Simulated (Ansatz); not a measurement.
Relaxation of a periodic cell of 17 atoms, TiSi16 (host Si, host structure diamond, interstitial Ti), to a largest force component of 0.03 eV/Å in at most 60 steps.

These are results of DFT PBE-D3(BJ), scalar-relativistic, plane waves, PAW in Ansatz, not measurements. Settings: PAW set soft_1, cutoff 420 eV, k mesh 2x2x2, fermi-dirac smearing 0.02 eV, no spin polarisation.

```xyz
17
Lattice="0.0000 5.4300 5.4300 5.4300 0.0000 5.4300 5.4300 5.4300 0.0000" Properties=species:S:1:pos:R:3
Si 0.000 0.000 0.000
Si 1.357 1.357 1.357
Si 2.715 2.715 0.000
Si 4.072 4.072 1.357
Si 2.715 0.000 2.715
Si 4.072 1.357 4.072
Si 5.430 2.715 2.715
Si 6.787 4.072 4.072
Si 0.000 2.715 2.715
Si 1.357 4.072 4.072
Si 2.715 5.430 2.715
Si 4.072 6.787 4.072
Si 2.715 2.715 5.430
Si 4.072 4.072 6.787
Si 5.430 5.430 5.430
Si 6.787 6.787 6.787
Ti 3.387 4.695 4.797
```

Problem. Where does it end, and by what steps?

Solution. It converged. Limits of this set-up: coarse k mesh, a small cell, in which the defect meets its images. After 11 steps the energy has fallen by 3.321 eV; Ti17 moved furthest, 1.10 Å. Joined: Si4–Ti17 (3.56 → 2.75 Å), Si7–Ti17 (3.53 → 2.43 Å), Si8–Ti17 (3.53 → 2.75 Å).

```csv
step,energy less start (eV),largest force component (eV/Å),accepted
0,0.0000,3.899,yes
1,-1.3204,1.381,yes
2,-1.5737,0.139,yes
3,-1.6416,0.535,yes
4,-1.8847,1.119,yes
5,-2.2280,0.886,yes
6,-2.6176,0.716,yes
7,-3.0160,0.423,yes
8,-3.2815,0.175,yes
9,-3.3198,0.050,yes
10,-3.3202,0.040,yes
11,-3.3205,0.007,yes
```

```xyz
17
Lattice="0.0000 5.4300 5.4300 5.4300 0.0000 5.4300 5.4300 5.4300 0.0000" Properties=species:S:1:pos:R:3
Si -0.025 0.050 0.058
Si 1.320 1.386 1.402
Si 2.658 2.731 0.060
Si 4.025 4.112 1.363
Si 2.662 0.048 2.745
Si 4.034 1.359 4.116
Si 5.431 2.713 2.716
Si 6.784 4.109 4.121
Si -0.022 2.730 2.741
Si 1.281 4.111 4.109
Si 2.622 5.513 2.706
Si 4.031 6.855 4.113
Si 2.635 2.711 5.515
Si 4.038 4.107 6.869
Si 5.437 5.508 5.523
Si 6.743 6.838 6.827
Ti 4.030 4.115 4.114
```

Run time: 81 s on 1 thread of Arm Neoverse V1 (shared host), peak memory 0.55 GiB.
